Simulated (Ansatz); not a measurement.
Li4H4 (relaxed from a model of (LiH)4 ring, whose bonding it doesn't keep). Total charge 0; singlet. Geometry PBE0-D4/def2-TZVP; atoms count from 1.

```xyz
8

Li    0.6732    0.4642   -1.9534
H     2.0242    0.4138   -0.9441
Li    1.9986    0.0785    0.7074
H     1.0033   -0.2849    2.0175
Li   -0.6744   -0.4551    1.9551
H    -2.0246   -0.4115    0.9446
Li   -1.9972   -0.0884   -0.7092
H    -1.0032    0.2833   -2.0180
```

Question: Estimate the Mulliken populations from the PBE0/def2-TZVP orbitals of Ansatz.

Answer: 
```tsv
atom	charge (e)
Li1	0.60
H2	-0.60
Li3	0.60
H4	-0.60
Li5	0.60
H6	-0.60
Li7	0.60
H8	-0.60
```
Mulliken values and Mayer orders depend strongly on the basis.
